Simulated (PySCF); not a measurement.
Sn(F)2(Me)(OH) (CH4F2OSn), SMILES [OH][Sn]([F])([CH3])[F].

Geometry: B3LYP-D3(BJ)/def2-SVP. The structure was generated by enumeration; whether it is a known compound was not checked. The def2 effective core potentials stand for the cores of Sn; spin–orbit coupling is left out. One conformer was computed; it need not be the lowest.

Two levels are set side by side: TDA-PBE/def2-SVPD (PySCF) and TDA-CAM-B3LYP/def2-SVPD (PySCF). Vertical, same geometry. The lowest singlet is HOMO→LUMO 99 % with PBE and HOMO→LUMO 92 % with the other functional; states are paired by order. Differences are taken from unrounded values.

```json
[
 {"quantity": "lowest singlet excitation (eV)", "TDA-CAM-B3LYP": "6.36"},
 {"quantity": "lowest triplet excitation (TDA) (eV)", "TDA-CAM-B3LYP": "5.80"},
 {"quantity": "first bright state (f over 0.05) (eV)", "TDA-CAM-B3LYP": "7.31"},
 {"quantity": "its oscillator strength", "TDA-CAM-B3LYP": "0.23"}
]
```

Question: What does TDA-PBE give, and how far is it from TDA-CAM-B3LYP? (An estimate is asked for; the answer gives what the named calculation found.)

Answer: 
```csv
quantity,TDA-PBE,TDA-PBE minus TDA-CAM-B3LYP
lowest singlet excitation (eV),5.12,-1.25
lowest triplet excitation (TDA) (eV),4.74,-1.06
first bright state (f over 0.05) (eV),6.12,-1.19
its oscillator strength,0.12,-0.12
```

Functionals without exact exchange tend to place singlet excitations lower, as here. Differences between two approximate levels are no errors against the true value.

Rough cost on one machine, each run with all the roots and properties that it gave: TDA-CAM-B3LYP against TDA-PBE about 3 times.
